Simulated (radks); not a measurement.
Question: Al IV, configuration [Ne]. Calculated with a radial shooting solver on a logarithmic mesh with Libxc functionals: Dirac Kohn-Sham, PBEsol, spin-unpolarised, spherical densities, finite nucleus; Fermi nuclear charge, rms radius 3.061 fm. Some entries of the table are withheld. Estimate them.

orbital  occ.  eigenvalue (eV)  r(max) (bohr)  <r^2> (bohr^2)
1s1/2       2        -1543.259            (1)         0.01951
2s1/2       2        -142.2644         0.4966          0.4657
2p1/2       2        -104.2592            (2)             (3)
2p3/2       4        -103.8129            (4)             (5)

Answer: 
(1) 1s1/2 r(max) (bohr): 0.07845
(2) 2p1/2 r(max) (bohr): 0.4263
(3) 2p1/2 <r^2> (bohr^2): 0.4496
(4) 2p3/2 r(max) (bohr): 0.4279
(5) 2p3/2 <r^2> (bohr^2): 0.4527
